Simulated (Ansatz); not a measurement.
Computed with Ansatz on PBE0-D4/def2-TZVP structures; ΔE is electronic, products minus reactants. CBS: MP2 limit from def2 TZ/QZ plus the TZ coupled-cluster correction, frozen cores. This one scheme is used for every species. DFT in def2-TZVPP. B3LYP here is the variant with VWN-RPA as its local correlation; programs differ in this. HSE06 is defined as in plane-wave codes. For Zn outer-core shells are correlated without core-valence functions, which leaves a few kJ/mol of doubt a bond. Scalar relativity is left out up to krypton. One conformer a species, not always the lowest.

Reaction (hydrogenolysis of a Zn–F bond): `[F][Zn][N]([SiH3])[SiH3]` + H₂ → `[SiH3][N]([SiH3])[ZnH]` + H–F

`[F][Zn][N]([SiH3])[SiH3]`:

Cartesian coordinates in Å:
```
F -2.703 -2.171 -1.526
Zn -1.461 -1.174 -0.825
N -0.168 -0.135 -0.095
Si 0.850 -0.826 1.118
Si -0.017 1.495 -0.648
H 2.281 -0.815 0.708
H 0.742 -0.094 2.410
H 0.427 -2.239 1.335
H -1.057 1.734 -1.689
H 1.322 1.752 -1.245
H -0.216 2.472 0.457
```

H₂:

Z-matrix (Å, degrees):
```
H
H 1 0.746
```

`[SiH3][N]([SiH3])[ZnH]`:

```xyz
11

Si    0.050   -0.585    1.511
N    -0.209   -0.056   -0.105
Si    0.933    0.851   -1.017
Zn   -1.808   -0.487   -0.909
H    -1.145   -1.366    1.948
H     1.249   -1.462    1.633
H     0.230    0.551    2.460
H     0.366    1.092   -2.376
H     1.232    2.175   -0.400
H     2.229    0.131   -1.175
H    -3.126   -0.843   -1.572
```

H–F:

Cartesian coordinates in Å:
```
F -0.155 -0.222 0.372
H 0.155 0.222 -0.372
```

Is it downhill or uphill in electronic energy at CCSD(T)/CBS, and by how much? (Best estimate.)

Computed: Uphill: ΔE = +44.0 kJ/mol.

What do these levels give: r2SCAN-D4, B3LYP-D4, B2PLYP, HSE06, HF/def2-TZVPP, SCS-MP2/def2-QZVPP? (Best estimate.)

Ansatz gave: r2SCAN-D4 42.9, B3LYP-D4 39.6, B2PLYP 42.5, HSE06 32.0, HF/def2-TZVPP 40.3, SCS-MP2/def2-QZVPP 48.5 kJ/mol.

What do rigid-rotor, harmonic-oscillator terms from PBE0-D4/def2-TZVP frequencies (298.15 K, 1 bar) make of the CCSD(T)/CBS value? (Estimate.)

The calculation gave: ΔZPE = +10.0 kJ/mol, ΔH = +51.3 kJ/mol, ΔS = 13 J/(mol·K), ΔG = +47.3 kJ/mol.

Largest T1 diagnostic among the species: 0.016.

Leaving LDA and LC-ωPBE aside and taking each functional with its dispersion term where it has one, the values, not all of them listed here, spread over 12.8 kJ/mol, from PBE0-D4 to BLYP-D4. LDA lies −10.6 kJ/mol from PBE without D4. From BLYP to BHLYP (50 % exact exchange), in def2-TZVPP and without D4, ΔE moves by −6.6 kJ/mol.
